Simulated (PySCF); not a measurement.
N(2+): excitation energy

N(2+) [He] 2s2 2p1 (2P) → N(2+) [He] 2s1 2p2 (4P), as a difference of total energies. All numbers are calculated (PySCF 2.14, the spin-free X2C one-electron Hamiltonian (Gaussian nucleus), in x2c-TZVPPall). Correlated levels: valence: 1s2 frozen; valence and next inner shell: nothing frozen. The calculations carry no spin-orbit coupling.

| method | excitation energy (eV) |
| --- | --- |
| UHF | 5.176 |
| LDA | 6.552 |
| PBE | 6.626 |
| PBE0 | 6.503 |
| r2SCAN | 5.846 |
| TPSS | 6.888 |
| M06-L | 6.523 |
| r2SCANh | 5.896 |
| BHandHLYP | 6.974 |
| ROHF | 5.053 |
| MP2 (valence) | 6.365 |
| SCS-MP2 (valence) | 6.798 |
| MP2 (valence and next inner shell) | 6.359 |
| SCS-MP2 (valence and next inner shell) | 6.795 |

Problem. How much does correlation contribute at MP2 (valence and next inner shell)?

Solution. 6.359 − (5.176) = 1.183 eV, measured against UHF.
